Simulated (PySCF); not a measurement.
# C4H4F3: g tensor and hyperfine couplings

Species: C₄H₄F₃ (doublet state).
SMILES with atom numbers: `[CH2:1][CH2:2][C:3]([F:4])=[C:5]([F:6])[F:7]` (hydrogens: H8, H9 on C1; H10, H11 on C2)

Geometry (GFN2-xTB, Å), atoms numbered from 1 in this order:
```
atom  x, y, z in Å
C1    -1.4264   -0.3535    0.8058
C2    -0.6201   -0.5967   -0.4096
C3     0.3930    0.5177   -0.5011
F4    -0.0820    1.6967   -0.9415
C5     1.6558    0.4482   -0.0949
F6     2.5381    1.4384   -0.0914
F7     2.2091   -0.6781    0.3472
H8    -2.3428    0.1997    0.7493
H9    -0.9999   -0.5516    1.7699
H10   -1.2386   -0.5737   -1.3079
H11   -0.0809   -1.5445   -0.3517
```

The hyperfine couplings belong to this conformer and change with its torsions.

Method used: PySCF, UKS B3LYP, pcH-1 on C F H, non-relativistic, mean-field spin-orbit, GIAO. Isolated species at its GFN2-xTB geometry (one conformer only). The geometry wasn't refined by DFT: couplings that depend on bond lengths, twists or pyramidal angles can differ widely from those at the functional's own minimum. Stability of the SCF solution: not tested.

```
g1, g2, g3                      : 2.00226, 2.00278, 2.00302
g_iso                           : 2.00268
Form of g                       : rhombic: the two nearest values differ by 31 % of g3 − g1
⟨S²⟩                            : 0.7539 (exact 0.7500)
α and β electrons               : 28, 27
HOMO–LUMO gap, α and β orbitals : 6.59, 4.92 eV
Total energy                    : -454.27509 Eh
Basis functions                 : 215
```

Isotropic coupling and dipolar principal values T1 to T3, in MHz; ρ(0) is the spin density at the nucleus:

| atom | isotope | a_iso | T1 | T2 | T3 | Mulliken spin population | ρ(0) (bohr⁻³) |
| --- | --- | --- | --- | --- | --- | --- | --- |
| C1 | 13C | 96.5 | -81.7 | -81.0 | 162.7 | 1.07 | 0.0859 |
| C2 | 13C | -28.0 | -2.3 | 0.3 | 2.0 | -0.08 | -0.0249 |
| C3 | 13C | 84.5 | -8.8 | -4.2 | 13.0 | 0.02 | 0.0752 |
| F4 | 19F | -2.7 | -10.8 | -1.1 | 11.9 | 0.00 | -0.0006 |
| C5 | 13C | 7.2 | -5.2 | -3.9 | 9.1 | 0.04 | 0.0064 |
| F6 | 19F | 19.0 | -16.2 | -14.1 | 30.3 | 0.00 | 0.0045 |
| F7 | 19F | 6.4 | -13.3 | -8.4 | 21.6 | 0.00 | 0.0015 |
| H8 | 1H | -63.6 | -39.4 | -0.3 | 39.7 | -0.05 | -0.0142 |
| H9 | 1H | -61.7 | -38.9 | -0.8 | 39.8 | -0.04 | -0.0138 |
| H10 | 1H | 12.5 | -5.2 | -4.3 | 9.5 | 0.00 | 0.0028 |
| H11 | 1H | 56.1 | -5.1 | -4.5 | 9.6 | 0.02 | 0.0126 |

The largest Mulliken spin populations are on C1 (+1.07) and C2 (-0.08). C1 is the only atom above +0.15. The angles at C1 add up to 358.8°, so it is planar; its axial dipolar tensor and the negative couplings of its protons fit spin in a p orbital normal to that plane.

Axes: g3 points within 15° of the C1–H9 bond.

Under fast tumbling the dipolar parts average out, and these isotropic splittings remain: 2 × 1H (H8/H9, I = 1/2, 3 lines) with 2.24 mT, 2 × 1H (H10/H11, I = 1/2, 3 lines) with 1.22 mT, 1 × 19F (F6, I = 1/2, 2 lines) with 0.68 mT, 1 × 19F (F7, I = 1/2, 2 lines) with 0.23 mT and 1 × 19F (F4, I = 1/2, 2 lines) with 0.10 mT.

Nuclei that the bonding pattern makes equivalent are averaged, as if the motion that swaps them (rotation, inversion, ring flip) were fast. The 1H value of +34.3 MHz is a mean of couplings from 12.5 to 56.1 MHz in this one geometry, not an average over conformers.

The 13C coupling of C1 (96.5 MHz) shows only in satellite lines or after enrichment, since that isotope makes up about 1.07 % of natural carbon.

Examples of negative spin density at the nucleus (bohr⁻³): C2 (-0.0249) and H8/H9 (-0.0140).

The run took 35 s (grids of density and orbitals included) on one thread, Arm Neoverse V2 (aarch64), no GPU, on a shared host, and the process peaked at 0.76 GiB of memory.
